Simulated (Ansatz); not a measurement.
```xyz
29

C     0.8753   -1.5201   -1.4987
C    -0.4884   -1.3474   -0.8282
C    -0.5704   -2.2401    0.4112
C    -1.5820   -1.7725   -1.8126
Si   -0.7822    0.4690   -0.3682
Cl   -2.6677    0.5722    0.4791
Cl   -0.8554    1.5403   -2.1375
C     0.3994    1.4008    0.7863
C    -0.1535    2.8138    0.9946
C     1.7930    1.5063    0.1646
C     0.4916    0.7005    2.1428
H     0.9966   -0.8582   -2.3596
H     1.7008   -1.3371   -0.8081
H     0.9738   -2.5508   -1.8572
H    -1.5227   -2.1264    0.9340
H     0.2336   -2.0402    1.1216
H    -0.4828   -3.2888    0.1057
H    -1.4331   -2.8253   -2.0772
H    -1.5518   -1.1881   -2.7341
H    -2.5799   -1.6748   -1.3801
H     0.5267    3.3692    1.6499
H    -0.2335    3.3627    0.0540
H    -1.1378    2.8019    1.4664
H     2.2772    0.5337    0.0617
H     2.4296    2.1210    0.8108
H     1.7663    1.9792   -0.8196
H     1.0865    1.3155    2.8273
H     0.9820   -0.2724    2.0725
H    -0.4910    0.5561    2.5983
```

Charge 0, multiplicity 1.

(1) List the r2SCAN/def2-TZVPP orbital energies in eV (the Gaussian-basis code of Ansatz). (Best estimate.)

Answers

(1) Ansatz gave: Occupied: -2753.16, -2753.16, -1792.35, -273.55, -273.55, -273.02, -273.02, -273.00, -273.00, -272.86, -272.86, -254.56, -254.56, -193.09, -193.09, -192.96, -192.96, -192.96, -192.96, -142.63, -97.57, -97.52, -97.40, -21.99, -21.26, -21.11, -21.04, -18.13, -18.00, -17.96, -17.89, -15.06, -14.25, -12.90, -11.96, -11.63, -11.47, -11.28, -11.15, -11.09, -10.48, -9.95, -9.89, -9.79, -9.76, -9.46, -9.18, -8.87, -8.59, -8.53, -8.53, -8.41, -8.32, -7.98, -7.81, -7.70, -6.72. Lowest empty: 0.29, 0.46, 0.62, 1.25, 1.61, 1.80, 1.86, 2.13.
